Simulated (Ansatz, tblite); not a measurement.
Forces on Mg3O2⁺ at its PBE-D4/def2-SVP geometry. Charge 1, multiplicity 2.

The xTB rows come from tblite. Another isomer (doublet) lies 0.68 eV lower at PBE0-D4/def2-TZVP; other spin states weren't run for this one.

GFN1-xTB (tblite), largest force 0.55 eV/Å:

```xyz
5
positions Å, forces eV/Å
Mg    1.536    0.090    0.085   -0.362   -0.021   -0.020
Mg   -0.781   -0.840    1.030    0.184    0.198   -0.243
Mg   -0.756    0.751   -1.114    0.178   -0.177    0.263
O     0.102   -1.029   -0.763   -0.044    0.444    0.329
O    -0.102    1.029    0.763    0.044   -0.444   -0.329
```

GFN2-xTB (tblite), largest force 0.89 eV/Å:

```
Mg -0.427 -0.025 -0.023
Mg 0.217 0.233 -0.286
Mg 0.210 -0.208 0.309
O -0.071 0.714 0.529
O 0.071 -0.714 -0.529
```

PBE-D4/def2-TZVP (Ansatz), largest force 0.48 eV/Å:

```
Mg -0.479 -0.028 -0.026
Mg 0.243 0.262 -0.321
Mg 0.235 -0.234 0.347
O -0.013 0.135 0.100
O 0.013 -0.135 -0.100
```
